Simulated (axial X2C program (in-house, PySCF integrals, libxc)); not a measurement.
**Spin–orbit effects down a group: homonuclear dimers, PBE0**

Computed with an in-house relativistic program for diatomic molecules, spin-free (one-electron X2C) or two-component (2c: spin–orbit coupling with atomic mean-field Coulomb and Gaunt terms, which also bring small scalar terms), in Dyall basis sets with cores contracted in-house; open shells are unrestricted.

Basis sets: C dyall-v3z, Ge dyall-cv3z, Si dyall-v3z.

```csv
molecule,spin-free state,Re (Å),ωe (cm⁻¹),De (eV),2c state,Re 2c (Å),ωe 2c (cm⁻¹),De 2c (eV)
C₂,"M_S = 1, Λ = 1",1.302,1706.8,6.18,Ω = 2,1.302,1706.8,6.19
Si₂,"M_S = 1, Λ = 0",2.260,516.2,3.30,Ω = 1,2.261,516.1,3.29
Ge₂,"M_S = 1, Λ = 0",2.375,292.1,2.91,Ω = 1,2.376,291.2,n/a
```

Each entry is the lowest single determinant of a limited PBE0 search at one distance. De goes to single-determinant-based atoms at the same level (for ions the charge split of lowest energy) and is withheld (n/a) where an atom does not fit its ground term or J level. Main or longest-lived isotopes. One determinant is a doubtful description, or other states lie close, for C₂, Si₂, Ge₂; these need not be ground states, and all values refer to the states named. Some open-shell Ω = 0 determinants are out of reach, so the Ω given for C₂, Si₂, Ge₂ need not be the lowest component. With several unpaired electrons the Ω given is that of one determinant, not necessarily of the lowest component. Some light 2c atoms are not at their ground J level, so De misses part of their lowering (0.04 eV or less). The functionals have no current term, which raises determinants with orbital currents.
